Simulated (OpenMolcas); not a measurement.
## Nb⁺: thermal populations, the spin-orbit constant, worked from levels

```json
{
  "Program": "OpenMolcas 26.06",
  "Basis": "ANO-RCC-VTZP [7s6p4d2f1g]",
  "Scalar Hamiltonian": "DKH2, point nucleus",
  "Active space": "4 electrons in 6 orbitals (4d 5s)",
  "State averaging": "2S+1 = 5 even, 15 roots; 2S+1 = 3 even, 102 roots; 2S+1 = 1 even, 84 roots (79 in the spin-orbit step)",
  "Spin-orbit coupling": "state interaction with AMFI integrals over the reference wave functions, term energies averaged over their components"
}
```

Methods: CASSCF; MS-CASPT2, IPEA 0.25 Eh, imaginary shift 0.1 Eh (closed shells correlated: 4s 4p). Measured levels: NIST Handbook of Basic Atomic Spectroscopic Data.

**Thermal populations.** Z = Σ (2J + 1) exp(-E/kT) with k = 0.695035 cm-1/K, over the levels below. No other level of either list lies under 3870 cm-1, which is above 7 kT at each temperature.

| Level | 2J + 1 | MS-CASPT2 | measured |
| --- | --- | --- | --- |
| 4d⁴ ⁵D₀ | 1 | 0.0 | 0.0 |
| 4d⁴ ⁵D₁ | 3 | 171 | 159 |
| 4d⁴ ⁵D₂ | 5 | 470 | 438 |
| 4d⁴ ⁵D₃ | 7 | 857 | 801 |
| 4d⁴ ⁵D₄ | 9 | 1302 | 1225 |
| 4d³ 5s ⁵F₁ | 3 | 2180 | 2357 |
| 4d³ 5s ⁵F₂ | 5 | 2450 | 2629 |
| 4d³ 5s ⁵F₃ | 7 | 2830 | 3030 |
| 4d³ 5s ⁵F₄ | 9 | 3330 | 3543 |

```
T (K)  Z, MS-CASPT2  Z, measured levels  Ground level (%), MS-CASPT2  Ground level (%), measured levels
  300         2.978               3.187                         33.6                               31.4
```

At 300 K, kT = 209 cm-1, and the computed levels give Z = 1.000 + 1.321 + 0.525 + 0.115 + 0.017 + 0.000 + 0.000 + 0.000 + 0.000 = 2.978.

**The spin-orbit constant.** For the Hund term ⁵D of d4, E(J) = (A/2) J(J+1) + constant and ζ = 2S·A = 4A. From J = 0 to J = 4 the energy changes by 10 A.

| Source | E(4) - E(0) | A | ζ |
| --- | --- | --- | --- |
| CASSCF | 1291.8 | 129.2 | 517 |
| MS-CASPT2 | 1301.8 | 130.2 | 521 |
| measured | 1224.8 | 122.5 | 490 |

All in cm-1. MS-CASPT2 is off by +6.3 % and CASSCF by +5.5 %. Both methods take the spin-orbit matrix elements from the reference wave functions, so the second can move ζ only through the term energies and any multistate remixing. Second-order mixing with other terms is absorbed into this ζ.

CASPT2 does not keep the components of a term degenerate, so their means are used; among the terms shown or strongly mixed into the levels shown the widest spread is 790 cm-1 (4d³ 5s ⁵F, MS-CASPT2). Over all roots computed the reference weight is 0.87 to 0.93 in MS-CASPT2; the roots of lowest weight are the least certain, and an intruder state may touch them. Some high roots are left out of the spin-orbit mixing, which shifts the levels that they would mix with. Configurations are named by rounded mean occupations; where the s occupation lies near a half they are strongly mixed, a name can repeat and a true partner stay unpaired. A single d shell beside an s shell can misplace configurations of different d count against each other. Without dynamic correlation excited terms often stand tens of per cent too high (terms of higher spin than the ground term too low), and those without a measured partner can miss by more than the paired ones (holds for CASSCF). Blocks of more than 70 roots (2S+1 = 3 even, 1 even) ran without multistate coupling (holds for MS-CASPT2). Computed and measured levels are paired by configuration, term and J; levels that our copy of the source lacks, or whose pairing is in doubt (as where it misses far off the trend of its configuration), stay unpaired and out of the deviations. Only configurations of the active space appear.
